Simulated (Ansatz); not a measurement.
Geometry optimisation, Ansatz, RKS BHLYP/def2-SVP.

Input file:

```yaml
crystal:
  periodic: [false, false, false]
  atoms:
    - { symbol: Ge, position_ang: [0.246212, -0.038992, 0.139805] }
    - { symbol: Ge, position_ang: [0.163296, 0.024845, 2.545924] }
    - { symbol: H, position_ang: [-1.242005, -0.253372, 3.11462] }
    - { symbol: H, position_ang: [1.095969, -1.03197, 3.144218] }
    - { symbol: H, position_ang: [0.587765, 1.408746, 3.039561] }
    - { symbol: H, position_ang: [1.706409, 0.043206, -0.32468] }
    - { symbol: F, position_ang: [-0.480057, 1.438901, -0.414004] }
    - { symbol: H, position_ang: [-0.463218, -1.214459, -0.519934] }
    - { symbol: F, position_ang: [-2.545853, -0.159833, 0.853887] }
    - { symbol: H, position_ang: [-2.474217, -0.100273, 1.767202] }
basis:
  gaussian: { orbitals: def2-SVP }
hamiltonian:
  xc: { name: BHLYP }
relax:
  f_tol: 0.03
  max_steps: 50
output:
  orbitals: {}
```

Command:

```bash
$ ansatz run input.yaml --threads 4 --pin off --max-ram 5120MiB --backend cpu --events-out ev --progress --plain --runs-dir out
```

Where does it end, and by what steps?

The run converged. The force dipped under the threshold on the way, but the program's further checks kept it going. After 32 steps the energy has fallen by 0.459 eV; H3 moved furthest, 1.52 Å.

| step | energy less start (eV) | largest force component (eV/Å) | accepted |
| --- | --- | --- | --- |
| 0 | 0.0000 | 0.264 | yes |
| 2 | -0.0064 | 1.710 | no |
| 4 | -0.0376 | 0.200 | yes |
| 6 | -0.0717 | 0.171 | yes |
| 8 | -0.0872 | 0.158 | yes |
| 10 | -0.1335 | 0.298 | yes |
| 12 | -0.1576 | 0.340 | yes |
| 14 | -0.2225 | 0.795 | yes |
| 16 | -0.3731 | 0.436 | yes |
| 18 | -0.3857 | 0.180 | yes |
| 20 | -0.4025 | 0.384 | yes |
| 22 | -0.4330 | 0.086 | yes |
| 24 | -0.4492 | 0.244 | no |
| 26 | -0.4531 | 0.034 | yes |
| 28 | -0.4550 | 0.218 | no |
| 30 | -0.4583 | 0.029 | yes |
| 32 | -0.4585 | 0.008 | yes |

```xyz
10
Properties=species:S:1:pos:R:3
Ge 0.256 0.122 0.217
Ge 0.247 0.060 2.648
H -0.685 1.158 3.152
H -0.185 -1.312 3.147
H 1.676 0.355 3.122
H 1.158 1.189 -0.407
F -1.374 0.649 -0.261
H 0.433 -1.221 -0.490
F -2.536 -0.740 1.458
H -2.395 -0.143 0.761
```

Run time: 72 s on 4 threads of Arm Neoverse V2, with other jobs on the host, peak memory 0.34 GiB.
